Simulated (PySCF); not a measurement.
Gas-phase equilibrium of 1 mol SO₂, 3.5 mol O₂ at 600 K and 0.133 bar, among 11 species (S₂O, SO₂, O₂, O, S₂, S₆, O₃, SO, S₈, S, SO₃). Only gases are allowed; each row takes one source of thermochemistry for all species, and Cantera finds the minimum.

Energies from PySCF, thermal terms from the rigid-rotor harmonic-oscillator model, ideal gas at 1 bar. † marks an energy on the PBE0/def2-TZVP geometry and frequencies. MP2 freezes the core. Open shells (unrestricted) among the columns below: O₂ (multiplicity 3); the rest are closed-shell singlets. MP2 isn't extrapolated to the basis-set limit. The harmonic model lacks anharmonicity and excited electronic states, which grow with temperature; levels with a mode under 35 cm⁻¹ are left out.

Molecules larger than those listed are left out.

With BLYP/def2-TZVP† thermochemistry: O₂ 0.76, SO₃ 0.18, SO₂ 0.062.

**Question.** How far does the composition move with the other sources (MP2/def2-TZVPP†, PBE/def2-TZVP†, r2SCAN/def2-TZVP†, ωB97M-V/def2-TZVP†)?

**Answer.** 
```json
[
 {"thermochemistry": "BLYP/def2-TZVP†", "x O₂": "0.76", "x SO₃": "0.18", "x SO₂": "0.062"},
 {"thermochemistry": "MP2/def2-TZVPP†", "x O₂": "0.75", "x SO₃": "0.25", "x SO₂": "1.2e-5"},
 {"thermochemistry": "PBE/def2-TZVP†", "x O₂": "0.75", "x SO₃": "0.25", "x SO₂": "0.00059"},
 {"thermochemistry": "r2SCAN/def2-TZVP†", "x O₂": "0.75", "x SO₃": "0.25", "x SO₂": "4.8e-5"},
 {"thermochemistry": "ωB97M-V/def2-TZVP†", "x O₂": "0.75", "x SO₃": "0.25", "x SO₂": "0.00061"}
]
```
The most sensitive of these is SO₂: it spans a factor of 10^3.7 over these rows; at this temperature one factor of ten is RT ln 10 = 11 kJ/mol.
